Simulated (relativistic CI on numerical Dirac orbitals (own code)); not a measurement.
## Inner-shell lines of Ga16+

Method of calculation: Dirac-Coulomb-Breit CI, separate exchange-only KLI orbitals for each configuration, a model potential for QED, unscaled Slater integrals (own radial code, finite nucleus).

CI space (outside the closed core 1s2 2p6): 2s2 3s2 3p3, 2s 3s2 3p4, 2s 3s2 3p3 4p, 2s 3s 3p4 4p, 2s2 3s 3p4, 2s 3s 3p5. Levels of other configurations are missing.

The table holds the strongest lines. The upper levels have an inner-shell vacancy. Auger decay, open to those above the ionisation limit, is not computed, and radiative decays to configurations outside the model are missing too. Absolute energies can be off by a few tenths of a per cent, so close lines can change order. LS names give the leading component, which can be well under half, for lower levels too. Brackets number the levels in order of energy.

| E (eV) | Upper | Lower | A (s⁻¹) | gA (s⁻¹) |
| --- | --- | --- | --- | --- |
| 1300.44 | 2s 3s2 3p4 2D_5/2 [19] | 2s2 3s2 3p3 2P°_3/2 [5] | 4.31e+12 | 2.59e+13 |
| 1301.65 | 2s 3s2 3p4 2P_1/2 [18] | 2s2 3s2 3p3 2P°_1/2 [4] | 9.65e+12 | 1.93e+13 |
| 1302.92 | 2s 3s 3p5 2P°_3/2 [25] | 2s2 3s 3p4 2D_5/2 [10] | 1.51e+13 | 6.04e+13 |
| 1304.43 | 2s 3s2 3p4 2P_3/2 [17] | 2s2 3s2 3p3 2D°_5/2 [3] | 6.75e+12 | 2.70e+13 |
| 1305.11 | 2s 3s 3p5 2P°_3/2 [27] | 2s2 3s 3p4 2P_3/2 [12] | 9.03e+12 | 3.61e+13 |
| 1305.57 | 2s 3s 3p5 2P°_1/2 [26] | 2s2 3s 3p4 2D_3/2 [9] | 1.96e+13 | 3.92e+13 |
| 1306.20 | 2s 3s2 3p4 2P_3/2 [17] | 2s2 3s2 3p3 2D°_3/2 [2] | 8.69e+12 | 3.47e+13 |
| 1307.46 | 2s 3s2 3p4 4P_5/2 [14] | 2s2 3s2 3p3 4S°_3/2 [1] | 6.39e+12 | 3.84e+13 |
| 1308.69 | 2s 3s2 3p4 2D_5/2 [19] | 2s2 3s2 3p3 2D°_5/2 [3] | 8.97e+12 | 5.38e+13 |
| 1308.82 | 2s 3s2 3p4 2P_1/2 [18] | 2s2 3s2 3p3 2D°_3/2 [2] | 1.08e+13 | 2.15e+13 |
| 1309.21 | 2s 3s2 3p4 2D_3/2 [20] | 2s2 3s2 3p3 2D°_5/2 [3] | 6.73e+12 | 2.69e+13 |
| 1309.96 | 2s 3s2 3p4 4P_3/2 [15] | 2s2 3s2 3p3 4S°_3/2 [1] | 6.80e+12 | 2.72e+13 |
| 1310.36 | 2s 3s2 3p4 2S_1/2 [21] | 2s2 3s2 3p3 2P°_3/2 [5] | 1.29e+13 | 2.58e+13 |
| 1310.56 | 2s 3s 3p5 4P°_5/2 [22] | 2s2 3s 3p4 4P_5/2 [6] | 9.26e+12 | 5.56e+13 |
| 1313.10 | 2s 3s 3p5 4P°_3/2 [23] | 2s2 3s 3p4 4P_5/2 [6] | 6.17e+12 | 2.47e+13 |
| 1602.20 | 2s 3s 3p4 4p 4P°_5/2 [90] | 2s2 3s 3p4 4P_5/2 [6] | 3.59e+12 | 2.15e+13 |
| 1605.30 | 2s 3s2 3p3 4p 4P_5/2 [33] | 2s2 3s2 3p3 4S°_3/2 [1] | 2.92e+12 | 1.75e+13 |
| 1605.99 | 2s 3s2 3p3 4p 2F_5/2 [49] | 2s2 3s2 3p3 2D°_3/2 [2] | 3.41e+12 | 2.05e+13 |
| 1606.81 | 2s 3s2 3p3 4p 2D_5/2 [73] | 2s2 3s2 3p3 2P°_3/2 [5] | 3.78e+12 | 2.27e+13 |
| 1607.28 | 2s 3s2 3p3 4p 2F_7/2 [56] | 2s2 3s2 3p3 2D°_5/2 [3] | 2.20e+12 | 1.76e+13 |
